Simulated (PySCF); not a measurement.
# Working out the ionisation energy of Xe

Xe [Xe] (1S) → Xe⁺ [Kr] 4d10 5s2 5p5 (2P). Computed with PySCF 2.14 in def2-SVP with the def2 core potential (28 electrons), with a scalar-relativistic core potential. Frozen: 4s2 4p6 4d10. Energies in hartree (1 hartree = 27.21139 eV):

```json
{"part": "UHF", "Xe (lower)": "-328.298394", "Xe⁺ (upper)": "-327.877043"}
{"part": "CCSD correlation", "Xe (lower)": "-0.160058", "Xe⁺ (upper)": "-0.134443"}
{"part": "(T)", "Xe (lower)": "-0.004906", "Xe⁺ (upper)": "-0.003563"}
```

**Question.** What does Hartree-Fock give?

**Answer.** (-327.877043) − (-328.298394) = 0.421351 hartree = 11.466 eV.

**Question.** What do CCSD and CCSD(T) give?

**Answer.** The CCSD correlation energies differ by 0.025615 hartree = 0.697 eV and the triples by 0.001343 hartree = 0.037 eV, so CCSD gives 12.163 eV and CCSD(T) 12.200 eV.

Measured between the centres of the two terms (NIST): 12.565 eV, so CCSD(T) (valence) is off by -0.365 eV.

A double-zeta basis recovers only part of the correlation energy.

What remains against the reference includes basis incompleteness, the frozen core and higher excitations.
